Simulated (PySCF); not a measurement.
This PySCF input asks for the NMR shieldings of SMILES C=C/C=P\N1CCCC1, C7H12NP; the geometry comes from GFN2-xTB.

```python
import basis_set_exchange as bse
import numpy as np
from pyscf import gto, dft
from pyscf.prop import nmr

atoms = """
C     3.936984   -0.583843    0.108262
C     2.646376   -0.243772    0.023780
C     2.180611    1.085287    0.249089
P     0.671650    1.847836    0.253738
N    -0.552345    0.726072    0.028269
C    -0.571416   -0.711407    0.234233
C    -2.029491   -1.036903    0.548262
C    -2.776383   -0.014445   -0.303141
C    -1.915069    1.233441   -0.145595
H     4.273864   -1.585996   -0.092528
H     4.692579    0.135447    0.378316
H     1.928766   -0.998848   -0.259518
H     2.962128    1.808447    0.463506
H    -0.263346   -1.228952   -0.683682
H     0.104668   -0.993258    1.044603
H    -2.283933   -2.065471    0.300301
H    -2.233620   -0.866238    1.606096
H    -2.787964   -0.336394   -1.345037
H    -3.800295    0.148286    0.025413
H    -1.968955    1.890866   -1.015886
H    -2.223731    1.806786    0.735753
"""
names = dict.fromkeys(["C", "P", "N", "H"], "pcSseg-1")
basis = {el: gto.basis.parse(bse.get_basis(n, elements=[el], fmt="nwchem")) for el, n in names.items()}
mol = gto.M(atom=atoms, basis=basis, charge=0, verbose=0)
mf = dft.RKS(mol, xc="PBE0")
mf.grids.level = 2
mf.grids.alignment = dft.numint.BLKSIZE   # the property module wants whole blocks of grid points
mf.conv_tol = 1e-9
mf.kernel()

calc = nmr.RKS(mf)   # GIAO
C = mf.mo_coeff
Co = C[:, mf.mo_occ > 0]
resp = mf.gen_response(singlet=True, hermi=2)
def vind(x):   # induced exchange potential for any number of trial vectors
    d = np.einsum("pi,xij,qj->xpq", C, 2 * x.reshape(-1, C.shape[1], Co.shape[1]), Co, optimize=True)
    return np.einsum("xpq,pi,qj->xij", resp(d - d.transpose(0, 2, 1)), C, Co, optimize=True).ravel()
mo1, _ = nmr.rhf.solve_mo1(calc, with_cphf=vind)
sigma = calc.kernel(mo1)
for i, s in enumerate(sigma):   # ppm
    print("%2d %-2s %9.2f" % (i, mol.atom_pure_symbol(i), np.trace(s) / 3))
```

Question: What does it print?

Answer: 
```
 0 C      71.71
 1 C      46.05
 2 C      42.94
 3 P      71.06
 4 N     152.94
 5 C     129.63
 6 C     155.24
 7 C     157.27
 8 C     131.84
 9 H      26.82
10 H      26.70
11 H      24.32
12 H      25.03
13 H      28.03
14 H      27.90
15 H      29.77
16 H      29.93
17 H      29.87
18 H      29.80
19 H      28.14
20 H      28.26
```

These numbers come from an equivalent density-fitted implementation of the same equations, which agrees with the script to about 0.01 ppm for H and up to a few tenths of a ppm for heavy atoms, so last digits may differ.

Question: Turn these shieldings into chemical shifts. δ = σ(ref) − σ, references computed at the same level: ¹³C (186.93 ppm), ¹H (31.72 ppm) against TMS; ³¹P (318.38 ppm) against H3PO4; ¹⁵N (267.73 ppm) vs NH3.

Answer: Averaging equivalent atoms: C 2: 144.0; C 1: 140.9; C 0: 115.2; C 5/8: 56.2; C 6/7: 30.7; P 3: 247.3; N 4: 114.8; H 11: 7.39; H 12: 6.69; H 10: 5.02; H 9: 4.89; H 13/14/19/20: 3.63; H 15/16/17/18: 1.88 ppm. Experimental scales use liquid or dissolved standards, which lie at an offset from isolated NH3 (liquid NH3: subtract about 20 ppm) and H3PO4.

Size and cost of the density-fitted run: 220 basis functions, about 2 core-minutes.
